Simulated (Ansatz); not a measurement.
Ideal-gas functions of Cl3HMoO2, SMILES `[O]=[Mo]([OH])([Cl])([Cl])[Cl]` at 400 K and 1 bar, from an Ansatz frequency run at PBE0-D4/def2-TZVP.

Molar mass 235.3 g/mol, point group C1 (symmetry number 1), electronic degeneracy 1, moments of inertia 307.603, 415.791, 560.786 u Å². Harmonic wavenumbers (cm⁻¹, unscaled): 46, 56, 176, 208, 228, 250, 297, 328, 409, 411, 451, 614, 738, 1108, 3854.

Use S(trans) = R[1.5 ln M + 2.5 ln T − 1.1517]; rotational temperatures θ = 24.2544 K / I; S(rot) = R[ln(√π/σ · √(T³/θAθBθC)) + 1.5]; for each mode x = 1.438777 ν̃/T, S = R[x/(eˣ − 1) − ln(1 − e⁻ˣ)] and H = RT x/(eˣ − 1); 1 cm⁻¹ = 0.0119627 kJ/mol; R = 8.31446 J/(mol·K).

By hand: the entropy, in J/(mol·K).

Translation 183.1. Rotation: θ = 0.0788, 0.0583, 0.0433 K, giving 127.4. Vibration, mode by mode: 23.28, 21.65, 12.25, 10.92, 10.19, 9.47, 8.15, 7.41, 5.82, 5.78, 5.15, 3.23, 2.28, 0.78, 0.00, in all 126.4. Electronic 0.0. Sum 436.9 J/(mol·K).

By hand: H − E and G − E in kJ/mol, counted from the electronic energy.

Zero-point energy ½ × 9174 × 0.0119627 = 54.9; thermal vibration 24.5; translation, rotation and pV give 4 RT = 13.3. H − E = 92.7 kJ/mol, and G − E = 92.7 − 400 × 436.9/1000 = -82.1 kJ/mol.

Vibration gives 29 % of the entropy, 44.9 J/(mol·K) of it from the modes under 150 cm⁻¹: soft modes count most, and the harmonic formula is weakest for them. The sum counts one conformer and one mirror image; others add a mixing term.
